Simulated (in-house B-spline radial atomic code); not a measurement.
Checks on a self-consistent run for the chlorine ion Cl⁺, [He] 2s1 2p6 3s2 3p5. Computed with a radial B-spline atomic code at the basis-set limit: Dirac-Hartree-Fock, average of configuration, Fermi nucleus of rms radius 3.3654 fm.

```csv
orbital,q,ε (Eh),<1/r>,<r²>,small-component weight
1s1/2,2,-106.97023,16.6809,0.011118,0.0036636
2s1/2,1,-12.05133,3.38387,0.227695,0.00059947
2p1/2,2,-9.34153,3.29443,0.191566,0.00057517
2p3/2,4,-9.27375,3.27051,0.193496,0.00057148
3s1/2,2,-1.63879,0.981984,2.35563,0.00010916
3p1/2,1.6667,-1.03357,0.849786,2.96866,8.3726e-05
3p3/2,3.3333,-1.02675,0.845522,2.99305,8.318e-05
```

Electron-electron repulsion V_ee = 160.4249 hartree.

Question: What total energy follows from the eigenvalues?

Answer: The eigenvalues count the repulsion twice, so E = Σqε - V_ee = -290.193 - 160.425 = -450.617 hartree; the run printed -450.617.

Question: Does the Dirac virial theorem hold?

Answer: For a point nucleus E = -2c²Σq·w, with w the small-component weight. Here Σq·w = 0.011998 and c = 137.0360, so the ratio E/(-2c²Σq·w) is 1.000002.

Question: What diamagnetic shielding (Lamb formula) and susceptibility (Langevin formula) do the radii give?

Answer: σ = (α²/3)Σq<1/r> = 62.6153/(3·137.036²) = 1111.5 ppm, and χ = -0.79199×10⁻⁶·Σq<r²> = -16.67×10⁻⁶ cm³/mol with Σq<r²> = 21.043 bohr². Both are non-relativistic formulas without the paramagnetism of open shells.
